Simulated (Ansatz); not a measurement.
`NB(O)O[SiH3]` + CH₃OH → `COB(N)O[SiH3]` + H₂O  (ligand exchange at a B–O bond)

Calculated with Ansatz (gas phase, PBE0-D4/def2-TZVP geometries, no zero-point term in ΔE). CCSD(T)/CBS adds triple-zeta CCSD(T) − MP2 to the extrapolated MP2 energy (def2 sets, frozen cores). This one scheme is used for every species. Functionals use def2-TZVPP. One conformer a species, not always the lowest.

```tsv
species	ωB97X-V energy (Eh)
`NB(O)O[SiH3]`	-523.33163
CH₃OH	-115.73250
`COB(N)O[SiH3]`	-562.63081
H₂O	-76.43446
```

Problem. Work out ΔE.

Solution. ΔE = (-562.63081) + (-76.43446) − (-523.33163) − (-115.73250) = -0.00114 Eh = -3.0 kJ/mol. CCSD(T)/CBS gives -6.7 kJ/mol.

Largest T1 diagnostic among the species: 0.011.

The D4 term adds −6.3 kJ/mol with B3LYP and −3.8 kJ/mol with PBE0; it sums over pairs of atoms, weighted by their polarisabilities, and B3LYP, whose exchange is more repulsive, gets the larger term. In def2-TZVPP, CCSD(T) changes the Hartree–Fock value by −7.4 kJ/mol (the triples alone add −1.2 kJ/mol) and MP2 by −8.1 kJ/mol.

B3LYP here is the variant with VWN-RPA as its local correlation; programs differ in this.
